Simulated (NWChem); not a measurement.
Species: SiSH cation, singlet; SMILES [Si]=[SH+]

```xyz
3

Si    -0.0350    -1.0961     0.0000
S      0.1069     0.9644     0.0000
H     -1.2593     1.0423     0.0000
```
Atoms are numbered in this order, from 1.

Computed with NWChem. Pople sets run with spherical d functions. Low-valent species are run as closed-shell singlets; no triplet was tried in these runs. All runs use the structure optimised with PBE0/def2-SVP. Level: M06-2X/6-31G* with SMD (1 M gas to 1 M solution), gas-phase geometry. Reactions with the solvent are ignored.

For solvent ethyl acetate:

```
Quantity                          Result
--------------------------------  ------
solvation free energy (kcal/mol)   -54.7
```

Task: What are these values for solvent methanol?

Result: 
| Property | Result |
|---|---|
| solvation free energy (kcal/mol) | -63.5 |
